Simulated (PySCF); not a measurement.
# J couplings in 2-amino-1-fluorobenzene

Molfile (atoms numbered from 1):
```
C6H6FN
     RDKit          3D

 14 14  0  0  0  0  0  0  0  0999 V2000
   -2.4058   -0.0862    0.0948 N   0  0  0  0  0  0  0  0  0  0  0  0
   -1.0296   -0.0671    0.0831 C   0  0  0  0  0  0  0  0  0  0  0  0
   -0.2380   -1.1428    0.5109 C   0  0  0  0  0  0  0  0  0  0  0  0
    1.1522   -1.0890    0.4289 C   0  0  0  0  0  0  0  0  0  0  0  0
    1.7929    0.0376   -0.0819 C   0  0  0  0  0  0  0  0  0  0  0  0
    1.0248    1.1229   -0.5098 C   0  0  0  0  0  0  0  0  0  0  0  0
   -0.3527    1.0550   -0.4229 C   0  0  0  0  0  0  0  0  0  0  0  0
   -1.1051    2.0960   -0.8190 F   0  0  0  0  0  0  0  0  0  0  0  0
   -2.8576    0.8159    0.0250 H   0  0  0  0  0  0  0  0  0  0  0  0
   -2.8450   -0.7227    0.7453 H   0  0  0  0  0  0  0  0  0  0  0  0
   -0.7307   -2.0339    0.9085 H   0  0  0  0  0  0  0  0  0  0  0  0
    1.7394   -1.9444    0.7705 H   0  0  0  0  0  0  0  0  0  0  0  0
    2.8815    0.0792   -0.1464 H   0  0  0  0  0  0  0  0  0  0  0  0
    1.4796    2.0307   -0.9110 H   0  0  0  0  0  0  0  0  0  0  0  0
  1  2  1  0
  2  3  2  0
  3  4  1  0
  4  5  2  0
  5  6  1  0
  6  7  2  0
  7  8  1  0
  7  2  1  0
  1  9  1  0
  1 10  1  0
  3 11  1  0
  4 12  1  0
  5 13  1  0
  6 14  1  0
M  END
```

Method: B3LYP/pcJ-1 (spin–dipole term only in couplings to heteroatoms)//PBE0-D3(BJ)/def2-SVP, PySCF 2.14.0 with density-fitted response routines; isolated molecule, single conformer, non-relativistic. Couplings are averaged over pairs made equivalent by symmetry, fast rotation or ring inversion, so a value needn't be that of the named pair in this geometry, while other rotamers aren't included; one pair stands for each set, and the list holds a selection of those of at least 0.8 Hz over up to four bonds. One-bond C–F couplings come out tens of Hz too large with common functionals.

Isotopes: $^{13}$C, $^{19}$F, $^{1}$H, $^{15}$N.

```tsv
pair	bonds	J (Hz)
N1, C2	1	?
N1, H9	1	?
C2, C3	1	69.2
C2, C7	1	76.8
C3, C4	1	66.6
C3, H11	1	163.5
C4, C5	1	63.1
C4, H12	1	?
C5, C6	1	63.9
C5, H13	1	171.3
C6, C7	1	81.5
C6, H14	1	?
C7, F8	1	-299.2
C3, C7	2	4.6
C4, H13	2	?
C6, F8	2	16.4
C3, F8	3	?
C4, H14	3	?
C5, F8	3	?
C5, H11	3	9.3
C6, H12	3	9.2
H12, H13	3	8.3
N1, C5	4	-0.8
N1, H14	4	-0.9
C3, H14	4	-1.1
F8, H13	4	4.3
```

Estimate the withheld couplings, with signs.

## Answers


- $^{1}J$(N1,C2) = -15.2 Hz (bond length 1.376 Å)
- $^{1}J$(N1,H9) = -87.4 Hz (bond length 1.011 Å)
- $^{1}J$(C4,H12) = 166.7 Hz (bond length 1.092 Å, sp2 carbon)
- $^{1}J$(C6,H14) = 167.4 Hz (bond length 1.092 Å, sp2 carbon)
- $^{2}J$(C4,H13) = 1.5 Hz (angle at C5 121°)
- $^{3}J$(C3,F8) = 2.3 Hz (dihedral angle 179°)
- $^{3}J$(C4,H14) = 9.0 Hz (dihedral angle 180°)
- $^{3}J$(C5,F8) = 3.6 Hz (dihedral angle 179°)
